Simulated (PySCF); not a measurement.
Run record: geometry optimisation, `BrB1OCCO1`.

Method: PBE0-D3(BJ)/def2-SVP geometry optimisation, gas phase (PySCF 2.14.0). Start geometry: GFN2-xTB. The input is one job of a driver script: a line of settings, then coordinates in Å.

Command:
```bash
OMP_NUM_THREADS=1 python probes_run.py task.json out
```

Input:
```
{"job": {"xc": "PBE0", "basis": "def2-SVP", "d3": "d3bj", "grid": 1, "shake": 0.01, "kind": "geom"}, "charge": 0, "multiplicity": 1}
Br     2.890160    -1.597520    -0.065010
B      1.238770    -0.685570    -0.033500
O      0.067680    -1.229230    -0.493040
C     -0.919250    -0.279720    -0.311270
C     -0.265170     0.943150     0.321080
O      1.095550     0.583470     0.449070
H     -1.704400    -0.723750     0.341280
H     -1.373920    -0.054200    -1.289530
H     -0.650520     1.183750     1.347370
H     -0.328460     1.838690    -0.287500
```

Output:
```
step   0  E = -2827.12062510  max force = 0.035367
step   1  E = -2827.12036035  max force = 0.025544
step   2  E = -2827.12311315  max force = 0.008034
step   3  E = -2827.12328091  max force = 0.001839
step   4  E = -2827.12329183  max force = 0.000384
optimisation converged
```

Energies in Eh; «max force» is the largest Cartesian gradient component in Eh/bohr.

How much energy does the optimisation release, in kcal/mol?

E(step 0) − E(last step) = 0.002667 Eh, which is 1.7 kcal/mol.

At which steps does the energy rise by more than 1e-5 Eh?

At step 1 (+0.26 mEh).

In short: final energy -2827.12329 Eh after 4 steps; dipole 3.54 D.

Where do the atoms end?

0.090 Å rms from the input after alignment:
```
atom  x, y, z in Å
Br1    3.0349   -1.2980    0.3972
B2     1.2978   -0.5506    0.1710
O3     0.8648   -0.0471   -1.0120
C4    -0.4877    0.3539   -0.8319
C5    -0.7417    0.2153    0.6833
O6     0.3941   -0.4791    1.1807
H7    -1.1389   -0.3045   -1.4291
H8    -0.6159    1.3848   -1.1940
H9    -1.6532   -0.3564    0.9134
H10   -0.8146    1.1921    1.1885
```

Run on one thread of an Arm Neoverse V1 (shared host).
Labels such as C1 count atoms from 1, the log's own numbers from 0.
